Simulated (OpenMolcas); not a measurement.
Cr2+ (d4) on a cation site of an ionic host was computed by CASSCF with the d shell active (OpenMolcas, ANO-RCC-VDZP on the metal). Its lowest spin-free states, and all those of the highest spin:

```
2S+1  Degeneracy  E (cm-1)
   5           2       0.0
   5           3      7855
   3           3     13770
   3           2     19709
   3           3     20511
   3           3     21184
   3           1     22974
   1           3     23534
   3           1     23769
   1           2     24368
   3           2     26964
   3           3     27291
```

Problem. Is the site octahedral, tetrahedral or cube-like, axial, or of lower symmetry?

Solution. The states with 2S+1 = 5 have orbital degeneracies 2, 3. Threefold states need a cubic site. For d4 at this spin an octahedron puts the twofold E below the threefold T2 and a tetrahedron or cube puts the threefold T2 below the twofold E, so the site is octahedral. The first gap at this spin, 7850 cm-1, is |10Dq| in ligand-field theory. The run had Cr2+ with its 6 nearest fluoride ions at 2.182 Å, on the Na site of NaF (a = 4.634 Å, distance in the model lattice 2.317 Å). The rest of the host is ab initio model potentials to 7.6 Å, with orthogonalisation functions on the cations behind the ligands, and point charges beyond; the distance is set by hand and nothing relaxes, and no local charge compensation is placed. Ligand basis ANO-RCC-VDZP.

An orbital doublet at a regular site is open to a Jahn-Teller distortion, which this geometry leaves out. Without dynamic correlation the repulsion within the d shell is too large (B by tens of per cent), so at a given field states of lower spin stand too high. Ligand-to-metal charge-transfer states are missing. With no ligand orbital active B as a rule stays too high, so bands that hang on it stand too high and its fall with covalency is understated. With metal d orbitals alone and no dynamic correlation 10Dq can be off by a tenth to a fifth, either way, in oxide and fluoride hosts. No measured value stands beside these numbers; the geometry was set by hand and not optimised.
